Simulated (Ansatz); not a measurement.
C₂H₉AlGeO₂ (SMILES [OH][Al]([OH])[CH2][CH2][GeH3]), singlet, at a GFN2-xTB geometry (such geometries of metal compounds can be far from the true shape); PBE0/def2-TZVPP run with Ansatz (a first-principles code).

Input for Ansatz:
Ansatz 0.2 input:
```yaml
crystal:
  periodic: [false, false, false]
  atoms:
    - {symbol: Ge, position_ang: [2.40378173, 0.09712410, 0.17277129]}
    - {symbol: C, position_ang: [0.53125258, 0.47349163, -0.32788446]}
    - {symbol: C, position_ang: [-0.42358616, -0.50242955, 0.35395595]}
    - {symbol: Al, position_ang: [-2.35098597, -0.16755226, -0.11028674]}
    - {symbol: O, position_ang: [-2.66711658, 1.10074936, -1.11042105]}
    - {symbol: O, position_ang: [-3.46637490, -1.18446700, 0.54459327]}
    - {symbol: H, position_ang: [2.60293917, 0.20280497, 1.65330821]}
    - {symbol: H, position_ang: [2.79630825, -1.29893769, -0.20108312]}
    - {symbol: H, position_ang: [3.39988676, 1.01711094, -0.46856032]}
    - {symbol: H, position_ang: [0.28383187, 1.50010241, -0.05365444]}
    - {symbol: H, position_ang: [0.42797440, 0.40997943, -1.41215010]}
    - {symbol: H, position_ang: [-0.30286127, -0.44841532, 1.44002438]}
    - {symbol: H, position_ang: [-0.16518096, -1.53112981, 0.08589391]}
    - {symbol: H, position_ang: [-2.86453828, 1.82555515, -1.68374219]}
    - {symbol: H, position_ang: [-4.11462472, -1.76349299, 0.91520317]}
basis:
  gaussian:
    orbitals: def2-TZVPP
hamiltonian:
  xc: pbe0
```

Write the output that Ansatz gives for this input, abridged.


```
Functional definition: PBE0
1894 factors; their error is unknown
mean field evaluation 1: about -69400.2792 eV, gradient 1.0e2 eV
mean field evaluation 2: about -69375.7442 eV, gradient 1.5e2 eV
mean field evaluation 4: about -69417.9695 eV, gradient 7.6e0 eV
mean field evaluation 8: about -69418.0923 eV, gradient 1.1e-1 eV
mean field evaluation 16: about -69418.3769 eV, gradient 1.6e-4 eV
mean field -69418.37690406 eV, -2551.0782977583 hartree, gradient 8.7e-5 eV, S^2 0.000000; 0 other end points of the search recorded, 0 dependent functions left out
reference -69418.37694799 eV, -2551.0782993728 hartree; 41, 41 occupied and 299, 299 virtual orbitals, 1894 factors
Total energy: -69418.37694799 eV, -2551.0782993728 hartree
```
